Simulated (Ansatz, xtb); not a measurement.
## Two conformers of CH5FO2Si

Structure I is `CO[Si@H](O)F`, a singlet and structure II is `CO[Si@H](O)F`, a singlet. Both are isolated molecules in the gas phase, relaxed with B3LYP/6-31G*.

I (Å):

```xyz
10

C     1.0573    0.2287   -2.7485
F     3.5449    1.9669   -1.9719
O     1.2698    0.7669   -1.4466
O     2.5193    2.0520    0.5168
Si    2.7457    1.1505   -0.8347
H    -0.0215    0.1607   -2.9118
H     1.4951    0.8715   -3.5212
H     1.4873   -0.7776   -2.8361
H     3.5707   -0.0096   -0.4594
H     1.7827    2.6794    0.4905
```

II (Å):

```xyz
10

C    -0.4878    0.6355    1.2774
F    -3.1134   -1.6223    1.1104
O    -0.7914   -0.5688    1.9782
O    -0.8862   -2.2041   -0.1423
Si   -1.5355   -1.8732    1.3395
H    -0.1306    0.4256    0.2633
H     0.2967    1.1571    1.8322
H    -1.3720    1.2818    1.2235
H    -1.3830   -2.9608    2.3167
H    -1.4935   -2.5332   -0.8188
```

Problem. Estimate which is lower in electronic energy at CCSD(T)/def2-SVP + ΔMP2/def2-TZVPP, and by roughly how much.

Solution. Too close to call at this level: CCSD(T)/def2-SVP + ΔMP2/def2-TZVPP gives E(II) − E(I) = −0.003 eV.

The same difference at several levels:

| level | geometry | E(II) − E(I) (eV) | departure from the last row (eV) | job, with rough time for the two |
| --- | --- | --- | --- | --- |
| B3LYP/6-31G* | B3LYP/6-31G* | +0.002 | +0.006 | optimisation, 3.4 min |
| HF/def2-SVP | B3LYP/6-31G* | 0.000 | +0.003 | part of the CCSD(T) run |
| MP2/def2-SVP | B3LYP/6-31G* | −0.001 | +0.002 | part of the CCSD(T) run |
| CCSD(T)/def2-SVP | B3LYP/6-31G* | 0.000 | +0.004 | single point |
| CCSD(T)/def2-SVP + ΔMP2/def2-TZVPP | B3LYP/6-31G* | −0.003 |  | single point, 84 s |

The largest departure from CCSD(T)/def2-SVP + ΔMP2/def2-TZVPP is that of B3LYP/6-31G*, 0.006 eV. Levels run at GFN2-xTB geometries aren't shown. The last row adds to CCSD(T) the change of the MP2 difference between the two basis sets, here −0.004 eV.

With harmonic frequencies from B3LYP/6-31G* (ideal gas, rigid rotor, one conformer each, 298.15 K, 1 atm): on the last row, ΔE + ΔZPE = −0.004, ΔH = −0.002, ΔG = −0.005 eV.

The correlated steps freeze 9 core orbitals. Programs: Ansatz 0.2.0; the last row on 1 thread of Intel(R) Xeon(R) Processor @ 2.50GHz (Skylake/Cascade Lake) on a shared host.
